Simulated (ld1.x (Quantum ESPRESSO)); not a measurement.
u(r) = r·R(r): atom against pseudo-atom (V)

Columns: radius, all-electron u(r) and pseudo u(r) of the 3d shell (level -5.56 eV) of vanadium in the configuration [Ar] 3d3 4s2 4p0; LDA (PZ), non-relativistic, TM semilocal scheme, ld1.x (Quantum ESPRESSO) 7.5.

| r (bohr) | all-electron | pseudo |
| --- | --- | --- |
| 0.128 | 0.0702 | 0.0150 |
| 0.255 | 0.2692 | 0.1062 |
| 0.382 | 0.4812 | 0.2954 |
| 0.510 | 0.6464 | 0.5367 |
| 0.638 | 0.7508 | 0.7450 |
| 0.765 | 0.8023 | 0.8618 |
| 0.893 | 0.8154 | 0.8864 |
| 1.020 | 0.8027 | 0.8524 |
| 1.148 | 0.7739 | 0.7970 |
| 1.275 | 0.7363 | 0.7428 |
| 1.402 | 0.6941 | 0.6949 |
| 1.530 | 0.6499 | 0.6499 |
| 1.658 | 0.6058 | 0.6058 |
| 1.785 | 0.5632 | 0.5632 |
| 1.912 | 0.5226 | 0.5226 |
| 2.040 | 0.4839 | 0.4839 |
| 2.168 | 0.4476 | 0.4476 |
| 2.295 | 0.4140 | 0.4140 |
| 2.422 | 0.3828 | 0.3828 |
| 2.550 | 0.3536 | 0.3536 |
| 2.678 | 0.3265 | 0.3265 |
| 2.805 | 0.3017 | 0.3017 |
| 2.932 | 0.2786 | 0.2786 |
| 3.060 | 0.2572 | 0.2572 |
| 3.188 | 0.2374 | 0.2374 |
| 3.315 | 0.2192 | 0.2192 |

Question: How many radial nodes do the two functions have?

Answer: The all-electron 3d function has n − l − 1 = 0; the pseudo-wave has 0.

Question: At about which radius was the pseudo-wave matched?

Answer: 1.60 bohr, where the columns begin to agree (steps of 0.13 bohr).

Question: Is the pseudo-wave norm-conserving?

Answer: Yes: the TM semilocal scheme keeps the norm inside the radius equal to the all-electron one, which fixes the energy derivative of the logarithmic derivative at the level.
